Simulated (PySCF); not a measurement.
Nuclear quadrupole coupling in `C/C=C/CCSC[SiH3]`

C₆H₁₄SSi.
Numbering: `[CH3:1]/[CH:2]=[CH:3]/[CH2:4][CH2:5][S:6][CH2:7][SiH3:8]` (hydrogens: H9, H10, H11 on C1; H12 on C2; H13 on C3; H14, H15 on C4; H16, H17 on C5; H18, H19 on C7; H20, H21, H22 on Si8)

Structure used (GFN2-xTB), in Å, numbered top down from 1:
```
atom  x, y, z in Å
C1    -4.1366    0.5696    0.2643
C2    -2.7594   -0.0033    0.2380
C3    -1.9342    0.0572   -0.7936
C4    -0.5583   -0.5303   -0.8118
C5     0.4936    0.5622   -0.9724
S6     2.1935   -0.0947   -1.0904
C7     2.4739   -0.6043    0.6333
Si8    4.2805   -1.1610    0.8670
H9    -4.2270    1.3018    1.0664
H10   -4.8654   -0.2181    0.4542
H11   -4.3781    1.0508   -0.6799
H12   -2.4517   -0.5087    1.1453
H13   -2.2350    0.5660   -1.7005
H14   -0.4654   -1.2281   -1.6489
H15   -0.3829   -1.0813    0.1143
H16    0.3418    1.1084   -1.9031
H17    0.4655    1.2653   -0.1384
H18    1.7815   -1.4122    0.8640
H19    2.2367    0.2483    1.2684
H20    5.1666   -0.0442    0.5489
H21    4.5439   -2.3049   -0.0026
H22    4.4062   -1.5423    2.2768
```

Field gradients from the PBE0/pcSseg-1 density (PySCF, non-relativistic), principal values in atomic units, ordered |Vxx| ≤ |Vyy| ≤ |Vzz|:

```csv
atom,Vxx,Vyy,Vzz
S6,0.5880,2.5355,-3.1235
```

Find the asymmetry η = (Vxx − Vyy)/Vzz and the couplings χ = eQV/h (234.96 MHz × Q in barn × V in au), with Q(33S) = −0.0678 b.

| atom | environment | nucleus | η | χzz (MHz) | χxx (MHz) | χyy (MHz) |
| --- | --- | --- | --- | --- | --- | --- |
| S6 | sulfide sulfur | 33S | 0.62 | 49.76 | -9.37 | -40.39 |

What is Vzz at S6 in SI units (1 au = 9.71736 × 10²¹ V/m²)?

-3.1235 au = -30.352 × 10²¹ V/m².

What couplings would deuterons (Q(2H) = 0.00286 b) have in place of the hydrogens, at this geometry?

```csv
atom,bonded to,bond length (Å),Vzz (au),η,χzz (kHz)
H9,C1,1.090,0.3114,0.02,209
H10,C1,1.090,0.3113,0.02,209
H11,C1,1.087,0.3157,0.03,212
H12,C2,1.083,0.3235,0.07,217
H13,C3,1.083,0.3249,0.07,218
H14,C4,1.094,0.2991,0.01,201
H15,C4,1.092,0.3041,0.03,204
H16,C5,1.090,0.3065,0.04,206
H17,C5,1.091,0.3036,0.02,204
H18,C7,1.089,0.3146,0.03,211
H19,C7,1.089,0.3134,0.04,211
H20,Si8,1.461,0.1643,0.01,110
H21,Si8,1.461,0.1642,0.01,110
H22,Si8,1.466,0.1611,0.01,108
```

Geometry: GFN2-xTB, one conformer, isolated molecule. GFN2-xTB bond lengths can be off by several hundredths of an ångström, more for odd bonds, and the gradients follow them. With so small a basis the couplings can be 20 % off.
